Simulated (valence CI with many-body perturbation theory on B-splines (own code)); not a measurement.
## Cu8+: input, log and results

Computed by configuration interaction combined with many-body perturbation theory (CI+MBPT): three valence electrons over a frozen Dirac-Fock core [Ar], radial functions for each j: 9 s, 9 p, 10 d, 8 f, 5 g, 3 h, 1 i, with the one-electron correlation potential Σ1 (screened to all orders), the two-electron term Σ2, the three-electron term Σ3, Breit, model QED; selected single and double excitations, second order for the rest, scaled by the run's own slope (own B-spline code, finite nucleus).

Command, and the settings that its task file holds:

```sh
python run_cv.py task.json out
```

```
atom Cu  Z=29  mass_number=63  rms_radius_fm=3.8823
core [Ar]
valence 3d3
avg = 1
basis = L
breit = 1
cap = 40000
capref = 1200
cscale = 1
de = 0.0
dress = 0
eps = 2e-08
extrap = 1
h = 0.27
hh = 1
l2 = 3
lcore = 6
maxit = 60
n2 = 5
natural = 1
nlev = 60
nno = [6, 6, 7, 6, 4, 3, 1]
nroot = 26
nsp = [3, 3, 3, 2, 1, 0, 0]
pt2 = 1
qed = 1
rpa = 1
s1 = 1
s2 = 1
s3 = 1
screen = 1
tol = 2e-05
whole = 1
```

It took 55 s on 1 thread of Intel(R) Xeon(R) Processor @ 2.30GHz (shared host).

Log. The first blocks belong to the next ion, which gives the ionisation energy. Fields: 2J, parity (1 odd), roots, reference size, generating configurations, candidates as configurations/state functions, variational space P, stored matrix elements, Davidson steps; e2 is the range of second-order energies in hartree. The first line gives the box (bohr), its intervals, the orbitals and the steps of their self-consistent field. Window is the range of levels sought, series limit the energy at which the first omitted orbital would enter, core excitation an estimate of the first excitation out of the core, left out the lowest levels not solved, and shifts from estimates the range by which levels moved from their first estimate, all in cm⁻¹.

```
rmax 12.7 intervals 63 orbitals 81 references ['3d3', '3d2 4s', '3d2 4p'] scf 5 t 1.2
2J=4 par=0 roots 2 ref 48 generators 4 cand 876/876 P 924/924 nnz 0 it 0
2J=4 par=0 roots 2 ref 48 generators 10 cand 128/128 P 1052/1052 nnz 0 it 0
   second order: generators 21 cand 132/132 e2 -0.00000 -0.00000
2J=6 par=0 roots 2 ref 38 generators 6 cand 833/833 P 871/871 nnz 0 it 0
2J=6 par=0 roots 2 ref 38 generators 15 cand 135/135 P 1006/1006 nnz 0 it 0
   second order: generators 24 cand 177/177 e2 -0.00000 -0.00000
2J=8 par=0 roots 2 ref 30 generators 3 cand 773/773 P 803/803 nnz 0 it 0
2J=8 par=0 roots 2 ref 30 generators 8 cand 162/162 P 965/965 nnz 0 it 0
   second order: generators 17 cand 138/138 e2 -0.00000 -0.00000
reference levels 673, estimated 30, window 427531 1/cm; series limit 1312533, core excitation 534414
2J=3 par=0 roots 6 ref 71 generators 7 cand 1779/4099 P 2784/6652 nnz 9.7e+06 it 6
2J=3 par=0 roots 6 ref 71 generators 11 cand 641/1375 P 3425/8027 nnz 1.3e+07 it 7
   second order: generators 31 cand 17224/41482 e2 -0.00006 -0.00001
2J=5 par=0 roots 6 ref 79 generators 6 cand 1936/5398 P 2827/7947 nnz 1.4e+07 it 8
2J=5 par=0 roots 6 ref 79 generators 11 cand 648/1639 P 3475/9586 nnz 1.9e+07 it 6
   second order: generators 29 cand 14490/39267 e2 -0.00005 -0.00001
2J=7 par=0 roots 4 ref 66 generators 4 cand 1758/5073 P 2644/7633 nnz 1.3e+07 it 5
2J=7 par=0 roots 4 ref 66 generators 6 cand 633/1655 P 3277/9288 nnz 1.8e+07 it 6
   second order: generators 19 cand 15575/45084 e2 -0.00003 -0.00001
2J=9 par=0 roots 4 ref 49 generators 6 cand 1514/4189 P 2496/6727 nnz 1e+07 it 7
2J=9 par=0 roots 4 ref 49 generators 7 cand 633/1584 P 3129/8311 nnz 1.5e+07 it 5
   second order: generators 17 cand 13036/38251 e2 -0.00002 -0.00001
2J=1 par=0 roots 3 ref 43 generators 5 cand 813/1293 P 2411/3829 nnz 3.1e+06 it 5
2J=1 par=0 roots 3 ref 43 generators 9 cand 495/786 P 2906/4615 nnz 4.2e+06 it 5
   second order: generators 23 cand 10728/16680 e2 -0.00003 -0.00001
2J=11 par=0 roots 1 ref 25 generators 1 cand 511/1487 P 1468/4005 nnz 4.5e+06 it 4
2J=11 par=0 roots 1 ref 25 generators 1 cand 389/1098 P 1857/5103 nnz 7.2e+06 it 4
   second order: generators 4 cand 5759/17571 e2 -0.00002 -0.00002
left out: unestimated 615840, estimated 594722, shifts from estimates -7 to 85
operators 2.1
```

The Davidson iterations converged.

No measured spectrum was set against this ion. As an estimate, terms of the open shell hold to 2 to 4 % of their energy, and close levels can change places; different configurations can be misplaced against each other by 1,000 to 8,000 cm⁻¹. Core correlation moves these levels by up to 2700 cm⁻¹, and in measured spectra 5 to 20 % of such shifts remained as error; rates that hang on mixing are uncertain with them. The list stops below the first excitations out of the core. Only levels of the ground parity were solved; by the run's estimate the other parity begins above the list, which can be wrong where configurations are misplaced.

```yaml
Valence_energy: -25.58716 hartree
Ionisation_energy: "198.38 eV (NIST: 198 ± 2.2 eV (theoretical))"
Reference_configurations_for_the_orbitals: 3d3, 3d2 4s, 3d2 4p
Radial_orbitals: 81
Box_radius: 12.73 bohr
Largest_variational_space: 9586
Lowest_levels: 3d3 4F_3/2 0.0, 3d3 4F_5/2 1242, 3d3 4F_7/2 2835, 3d3 4F_9/2 4682, 3d3 4P_1/2 26241, 3d3 4P_3/2 26511, 3d3 2G_7/2 28317, 3d3 4P_5/2 28318, 3d3 2G_9/2 29734, 3d3 2D_3/2 [a] 36285, 3d3 2P_1/2 37186, 3d3 2H_9/2 39036, 3d3 2H_11/2 39872, 3d3 2D_5/2 [a] 40785 cm⁻¹
```

Names give the largest LS component (configuration and term), which can be under half, so a name can repeat, a term be missing and a line seem to break the LS rules; names also repeat where a configuration has a term twice. Letters in brackets count levels of one name in rising energy.
